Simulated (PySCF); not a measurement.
Isomers of C9H8, from PySCF, PBE0-D3(BJ)/def2-SVP geometry optimisation, gas phase. One conformer each, no zero-point energy, no frequencies.

Problem. Which isomer lies lowest at this level?
A. `C#CC1=C[C@@]2(C)C=C[C@@H]12`: A = 3713, B = 1202, C = 1033 MHz, dipole 0.66 D
B. `[CH:1]#[C:2]/[CH:3]=[C:4](\[C:5]#[CH:6])[C:7](=[CH2:8])[CH3:9]` with C3–C4–C7–C8 180°: A = 2509, B = 1207, C = 819.4 MHz, dipole 0.58 D
C. `CC1=CC=CC1=C1C=C1`: A = 3050, B = 1404, C = 967.5 MHz, dipole 4.62 D

Solution. C. That is `CC1=CC=CC1=C1C=C1`, 32.1 kcal/mol below the next.

```json
{"SMILES": "CC1=CC=CC1=C1C=C1", "mapped SMILES": "[CH3:1][C:2]1=[CH:3][CH:4]=[CH:5][C:6]1=[C:7]1[CH:8]=[CH:9]1", "E (Eh)": "-346.98793", "relative (kcal/mol)": "0.0", "relative (kJ/mol)": "0.0", "dipole (D)": "4.62"}
{"SMILES": "C#CC1=C[C@@]2(C)C=C[C@@H]12", "mapped SMILES": "[CH:1]#[C:2][C:3]1=[CH:4][C@@:5]2([CH3:6])[CH:7]=[CH:8][C@@H:9]12", "E (Eh)": "-346.93677", "relative (kcal/mol)": "32.1", "relative (kJ/mol)": "134.3", "dipole (D)": "0.66"}
{"SMILES": "C#C/C=C(\\C#C)C(=C)C", "mapped SMILES": "[CH:1]#[C:2]/[CH:3]=[C:4](\\[C:5]#[CH:6])[C:7](=[CH2:8])[CH3:9]", "E (Eh)": "-346.93393", "relative (kcal/mol)": "33.9", "relative (kJ/mol)": "141.8", "dipole (D)": "0.58"}
```

As drawn, the lowest has a three-membered ring, which the highest lacks; the highest has a C≡C bond, which the lowest lacks.
